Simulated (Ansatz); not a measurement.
Two isomers of C2H5BClN: A = `CC(=N)BCl`, B = `B/N=C(/C)Cl`.

Calculated with Ansatz (gas phase, PBE0-D4/def2-TZVP geometries, no zero-point term in ΔE). CCSD(T)/CBS is the MP2 limit (def2-TZVPP, def2-QZVPP) plus CCSD(T) − MP2 in def2-TZVPP, frozen cores. DFT in def2-TZVPP. B3LYP here is the variant with VWN-RPA as its local correlation; programs differ in this. Each species was taken in one conformer, which may not be the lowest.

Q: Which is lower in electronic energy at CCSD(T)/CBS, and by how much? (An estimate is asked.)

A: Ansatz gave: A, by 5.0 kcal/mol.

Q: Give E(B) − E(A) in kcal/mol with CCSD(T)/def2-TZVPP, BLYP-D4, ωB97M-V, B3LYP-D4, CCSD(T)/def2-SVP, CCSD/def2-TZVPP, MP2/def2-TZVPP. (Estimate.)

A: Ansatz gave: CCSD(T)/def2-TZVPP 5.4, BLYP-D4 -1.8, ωB97M-V 3.4, B3LYP-D4 0.1, CCSD(T)/def2-SVP 4.9, CCSD/def2-TZVPP 6.0, MP2/def2-TZVPP 4.1. The order is the other way round with BLYP-D4.

Q: Does the order hold for the free energy at 298.15 K (harmonic terms from PBE0-D4)? (Estimate.)

A: The calculation gave: Yes: G(B) − G(A) = +4.2 kcal/mol, for one conformer each. Modes under 60 cm⁻¹, often nearly free rotors, make the harmonic entropy too high.

Largest T1 diagnostic: 0.014.

Leaving LDA and LC-ωPBE aside and taking each functional with its dispersion term where it has one, the values, not all of them listed here, spread over 5.5 kcal/mol, from BLYP-D4 to PBE-QIDH. LDA lies −2.6 kcal/mol from PBE without D4. From PBE to PBE0 (25 % exact exchange), in def2-TZVPP and without D4, E(B) − E(A) moves by +2.5 kcal/mol.
